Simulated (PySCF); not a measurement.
## S²⁺ (sulfur, charge +2) across methods

[Ne] 3s2 3p1 3d1, one real determinant (an excited configuration). Calculation: PySCF 2.14, in dyall-av3z (19s12p3d2f, 84 functions); the non-relativistic Hamiltonian (point nucleus). The B2PLYP total includes its PT2 part (frozen core); its orbital energies are those of the SCF part.

```
   method  E (hartree)  mean ε 3s β (eV)  mean ε 3p α (eV)  mean ε 3d α (eV)  Σ⟨r²⟩ (bohr²)   ⟨S²⟩
   r2SCAN    -396.2509           -40.103           -31.224           -15.027          18.04  2.002
      UHF   -395.70157           -44.689           -36.844           -16.974          19.03  2.007
     PBE0    -396.1482           -41.375           -32.420           -15.676          18.15  2.002
      LDA    -394.9123           -40.077           -30.718           -14.789          18.08  2.000
     BLYP    -396.3259           -39.879           -30.531           -14.843          18.07  2.001
BHandHLYP    -396.2919           -42.913           -33.869           -16.134          18.39  2.003
    TPSSh    -396.3056           -40.438           -31.641           -15.276          18.01  2.002
   B2PLYP    -396.1774           -42.755           -33.950           -16.117          18.49  2.003
```

Q: Estimate the same row for PBE.

A: E (hartree) = -396.1328; mean ε 3s β (eV) = -39.847; mean ε 3p α (eV) = -30.758; mean ε 3d α (eV) = -15.001; Σ⟨r²⟩ (bohr²) = 18.01; ⟨S²⟩ = 2.001.

⟨L²⟩ = 8.01 against 12 for a pure F term, so this real determinant mixes terms. The outer electron is Rydberg-like, and this basis confines it to a smaller radius and binds it less than a complete one would.
